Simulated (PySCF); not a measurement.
Electron correlation in S⁺ (sulfur, charge +1)

[Ne] 3s2 3p3, high-spin 4S determinant. All numbers are calculated (PySCF 2.14, the spin-free X2C one-electron Hamiltonian (Gaussian nucleus), in cc-pVTZ-DK (5s4p2d1f, 34 functions)). Frozen: [Ne]; 5 electrons correlated.

MP2 pair energies summed by pair of shells (mhartree):

```
 pair  energy  share (%)
3s-3p  -59.10       65.8
3p-3p  -20.56       22.9
3s-3s  -10.10       11.3
```

Total MP2 correlation energy: -89.76 mhartree.

Same-spin part -24.23 and opposite-spin part -65.53 mhartree; SCS-MP2 scales them by 1/3 and 6/5 to -86.72 mhartree.

```json
{"level": "CCSD", "correlation energy (mhartree)": "-108.79"}
{"level": "(T)", "correlation energy (mhartree)": "-3.44"}
{"level": "CCSD(T)", "correlation energy (mhartree)": "-112.23"}
```

Diagnostics: T1 = 0.0033, D1 = 0.0082, largest double amplitude 0.062.

Is a single reference adequate?

Yes: T1 lies below 0.03 and no double amplitude reaches 0.07.
